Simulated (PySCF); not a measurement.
CH5GaSe2, SMILES [CH3][Ga]([SeH])[SeH].

Geometry: ωB97X-D3(BJ)/def2-SVP. The values are those of a single conformer.

Two levels are set side by side: PBE/def2-TZVP (PySCF) and B3LYP/def2-TZVP (PySCF). Same geometry, gas phase. Differences are taken from unrounded values.

```json
[
 {"quantity": "orbital gap (eV)", "B3LYP": "5.69", "PBE": "4.30", "PBE minus B3LYP": "-1.38"},
 {"quantity": "highest occupied level (eV)", "B3LYP": "-6.75", "PBE": "-5.88", "PBE minus B3LYP": "0.87"},
 {"quantity": "lowest empty level (eV)", "B3LYP": "-1.06", "PBE": "-1.58", "PBE minus B3LYP": "-0.52"},
 {"quantity": "dipole moment (D)", "B3LYP": "1.63", "PBE": "1.58", "PBE minus B3LYP": "-0.05"},
 {"quantity": "mean polarisability (bohr³)", "B3LYP": "96.9", "PBE": "99.5", "PBE minus B3LYP": "2.6"}
]
```

PBE's occupied levels lie high since its potential decays too fast outside the molecule; exact exchange lowers them and widens the gap. Differences between two approximate levels are no errors against the true value.

Rough cost on one machine, each run with all the roots and properties that it gave: B3LYP against PBE within a factor of 2.
